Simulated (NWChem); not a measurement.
System: CrO2ClF; SMILES [O]=[Cr](=[O])([F])[Cl]

The following NWChem deck was run.

```
start job
memory heap 200 mb stack 900 mb global 1100 mb
geometry units angstroms noautoz
  Cr     0.055438    -0.319557     0.000000
  O      0.840264    -0.744191    -1.236699
  O      0.840264    -0.744191     1.236699
  F     -1.465779    -1.044935     0.000000
  Cl    -0.111577     1.788587     0.000000
end
basis spherical
  * library 6-31g*
end
dft
  xc bhlyp
  iterations 150
  mulliken
end
task dft energy
```

NWChem printed, in part:

```
             Northwest Computational Chemistry Package (NWChem) 7.3.0
             --------------------------------------------------------

 CS  symmetry detected

                             Geometry "geometry" -> ""
                             -------------------------

 Output coordinates in angstroms (scale by  1.889725989 to convert to a.u.)

  No.       Tag          Charge          X              Y              Z
 ---- ---------------- ---------- -------------- -------------- --------------
    1 Cr                  24.0000     0.06476740    -0.34031190     0.00000000
    2 O                    8.0000     0.85521856    -0.75438055    -1.23669900
    3 O                    8.0000     0.85521856    -0.75438055     1.23669900
    4 F                    9.0000    -1.44658300    -1.08602926     0.00000000
    5 Cl                  17.0000    -0.13050985     1.76540222     0.00000000

 Effective nuclear repulsion energy (a.u.)     419.9502337597

      Symmetry information
      --------------------

 Group name             Cs
 Group number              2
 Group order               2
 No. of unique centers     4

                                 NWChem DFT Module
                                 -----------------

 Summary of "ao basis" -> "ao basis" (spherical)
 ------------------------------------------------------------------------------
       Tag                 Description            Shells   Functions and Types
 ---------------- ------------------------------  ------  ---------------------
 Cr                          6-31g*                 12       34   5s4p2d1f
 O                           6-31g*                  6       14   3s2p1d
 F                           6-31g*                  6       14   3s2p1d
 Cl                          6-31g*                  8       18   4s3p1d

      Symmetry analysis of basis
      --------------------------

        a'         60
        a"         34

            General Information
            -------------------
          SCF calculation type: DFT
          Wavefunction type:  closed shell.
          No. of atoms     :     5
          No. of electrons :    66
           Alpha electrons :    33
            Beta electrons :    33
          Charge           :     0
          Spin multiplicity:     1
          Use of symmetry is: on ; symmetry adaption is: on
          Maximum number of iterations: 150
          AO basis - number of functions:    94
                     number of shells:    38
          Convergence on energy requested:  1.00D-06
          Convergence on density requested:  1.00D-05
          Convergence on gradient requested:  5.00D-04

              XC Information
              --------------
                        BHLYP Method XC Functional
                     Hartree-Fock (Exact) Exchange  0.500
                        Slater Exchange Functional  0.500 local
                    Becke 1988 Exchange Functional  0.500 non-local
              Lee-Yang-Parr Correlation Functional  1.000

             Grid Information
             ----------------
          Grid used for XC integration:  medium
          Radial quadrature: Mura-Knowles
          Angular quadrature: Lebedev.
          Tag              B.-S. Rad. Rad. Pts. Rad. Cut. Ang. Pts.
          ---              ---------- --------- --------- ---------
          Cr                  1.40      112           8.0       590
          O                   0.60       49           8.0       434
          F                   0.50       49           9.0       434
          Cl                  1.00       88          10.0       590
          Grid pruning is: on
          Number of quadrature shells:   298
          Spatial weights used:  Erf1

      Superposition of Atomic Density Guess
      -------------------------------------

 Sum of atomic energies:       -1751.40367747

      Non-variational initial energy
      ------------------------------

 Total energy =   -1751.267408
 1-e energy   =   -3251.636591
 2-e energy   =    1080.418949
 HOMO         =      -0.452676
 LUMO         =      -0.033781

      Symmetry analysis of molecular orbitals - initial
      -------------------------------------------------

  Numbering of irreducible representations:

     1 a'          2 a"

  Orbital symmetries:

     1 a'          2 a'          3 a'          4 a'          5 a"
     6 a'          7 a'          8 a'          9 a"         10 a'
    11 a'         12 a"         13 a'         14 a'         15 a"
    16 a'         17 a'         18 a'         19 a'         20 a"
    21 a'         22 a'         23 a"         24 a'         25 a'
    26 a"         27 a'         28 a'         29 a"         30 a'
    31 a"         32 a'         33 a"         34 a'         35 a"
    36 a'         37 a'         38 a'         39 a"         40 a"
    41 a'         42 a'         43 a'

     ---------------------------------------------
      Total Density - Mulliken Population Analysis
     ---------------------------------------------

    Atom       Charge   Shell Charges
 -----------   ------   -------------------------------------------------------
    1 Cr  24    20.29   2.00  2.00  6.00  2.00  5.99  0.18  0.25  0.04  0.04  0.73  1.01  0.05
    2 O    8     9.24   2.00  0.99  3.29  0.97  1.98  0.02
    3 O    8     9.24   2.00  0.99  3.29  0.97  1.98  0.02
    4 F    9     9.71   2.00  0.96  3.52  1.02  2.21  0.01
    5 Cl  17    17.53   2.00  2.00  5.98  1.38  3.79  0.55  1.81  0.01

[...]
```

Level: BHandHLYP/6-31G* (spherical d). Coordinates come from a PBE0/def2-SVP optimisation.
